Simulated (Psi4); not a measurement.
C₄H₁₂Ge, charge -1, doublet, at the geometry of the source list (a state made from the parent by changing its charge; the spin is typed, not shown lowest) (a gas-phase anion, which may not be bound at this level); BLYP/STO-3G in Psi4.

Psi4 was given this input:
```
memory 2 GB

molecule mol {
-1 2
  Ge    1.857200    0.923200   -0.020100
  C     0.555500   -0.113300    1.045800
  C    -0.777900   -0.439000    0.373200
  C    -0.599600   -1.506800   -0.700600
  C    -1.403400    0.815200   -0.224700
  H     3.172100    0.948200    0.693700
  H     2.126000    0.368600   -1.384400
  H     1.447800    2.349300   -0.201800
  H     0.366600    0.460600    1.957000
  H     1.036100   -1.042300    1.361000
  H    -1.456300   -0.835600    1.140900
  H     0.122000   -1.172000   -1.443600
  H    -1.544100   -1.706300   -1.201100
  H    -0.239000   -2.436500   -0.263900
  H    -0.827800    1.135400   -1.094300
  H    -1.407900    1.623900    0.503500
  H    -2.427300    0.627400   -0.540600
}

set basis sto-3g
set reference uks
set scf_type pk
set puream true
set d_convergence 1e-8
set dft_radial_points 99
set dft_spherical_points 590

energy('blyp')
print_variables()
```

What the program printed (banner, timings and long lists left out):

```
   => Loading Basis Set <=

    Name: STO-3G
    Role: ORBITAL
    Keyword: BASIS

         ---------------------------------------------------------
                                   SCF
               by Justin Turney, Rob Parrish, Andy Simmonett
                          and Daniel G. A. Smith
                              UKS Reference
         ---------------------------------------------------------

  ==> Geometry <==

    Molecular point group: c1
    Full point group: C1

    Geometry (in Angstrom), charge = -1, multiplicity = 2:

       Center              X                  Y                   Z               Mass
    ------------   -----------------  -----------------  -----------------  -----------------
         GE           1.029287991530     0.522943241297    -0.049658453023    73.921177761000
         C           -0.272412008470    -0.513556758703     1.016241546977    12.000000000000
         C           -1.605812008470    -0.839256758703     0.343641546977    12.000000000000
         C           -1.427512008470    -1.907056758703    -0.730158453023    12.000000000000
         C           -2.231312008470     0.414943241297    -0.254258453023    12.000000000000
         H            2.344187991530     0.547943241297     0.664141546977     1.007825032230
         H            1.298087991530    -0.031656758703    -1.413958453023     1.007825032230
         H            0.619887991530     1.949043241297    -0.231358453023     1.007825032230
         H           -0.461312008470     0.060343241297     1.927441546977     1.007825032230
         H            0.208187991530    -1.442556758703     1.331441546977     1.007825032230
         H           -2.284212008470    -1.235856758703     1.111341546977     1.007825032230
         H           -0.705912008470    -1.572256758703    -1.473158453023     1.007825032230
         H           -2.372012008470    -2.106556758703    -1.230658453023     1.007825032230
         H           -1.066912008470    -2.836756758703    -0.293458453023     1.007825032230
         H           -1.655712008470     0.735143241297    -1.123858453023     1.007825032230
         H           -2.235812008470     1.223643241297     0.473941546977     1.007825032230
         H           -3.255212008470     0.227143241297    -0.570158453023     1.007825032230

  Running in c1 symmetry.

  Rotational constants: A =      0.18062  B =      0.05368  C =      0.05012 [cm^-1]
[...]
      Ntotal   =   69.0000021595 ; deviation = 2.160e-06

   @Spin Contamination Metric:   1.321605879E-03
   @S^2 Expected:                7.500000000E-01
   @S^2 Observed:                7.513216059E-01
   @S   Expected:                5.000000000E-01
   @S   Observed:                5.000000000E-01

    Orbital Energies [Eh]
    ---------------------

    Alpha Occupied:

[...]
    Alpha Virtual:

[...]
    Beta Occupied:

[...]
      34A      0.207232

    Beta Virtual:

[...]
      50A      0.742107

    Final Occupation by Irrep:
              A
    DOCC [    34 ]
    SOCC [     1 ]
    NA   [    35 ]
    NB   [    34 ]

  @UKS Final Energy: -2210.24466589135682

   => Energetics <=

    Nuclear Repulsion Energy =            367.0583594844260347
    One-Electron Energy =               -3835.7974119476380110
    Two-Electron Energy =                1364.6727002217930931
    DFT Exchange-Correlation Energy =    -106.1783136499378912
    Empirical Dispersion Energy =           0.0000000000000000
    VV10 Nonlocal Energy =                  0.0000000000000000
    Total Energy =                      -2210.2446658913568172

  UHF NO Occupations:
  HONO-2 :   33  A 1.9998787
  HONO-1 :   34  A 1.9997760
  HONO-0 :   35  A 1.0000000
  LUNO+0 :   36  A 0.0002240
  LUNO+1 :   37  A 0.0001213
  LUNO+2 :   38  A 0.0000936
  LUNO+3 :   39  A 0.0000747

Computation Completed

Properties will be evaluated at   0.000000,   0.000000,   0.000000 [a0]

Properties computed using the SCF density matrix

 Multipole Moments:

 ------------------------------------------------------------------------------------
     Multipole            Electronic (a.u.)      Nuclear  (a.u.)        Total (a.u.)
 ------------------------------------------------------------------------------------

 L = 1.  Multiply by 2.5417464519 to convert [e a0] to [Debye]
 Dipole X            :         18.7227008          -18.6172352            0.1054657
 Dipole Y            :          9.1798182           -9.1042462            0.0755720
 Dipole Z            :          0.0875941           -0.3110013           -0.2234072
 Magnitude           :                                                    0.2583503

 ------------------------------------------------------------------------------------

  Variable Map:
  ----------------------------------------------------------------------------
[...]
  Array Variable Map:
  ----------------------------------------------------------------------------
[...]
[...]
```
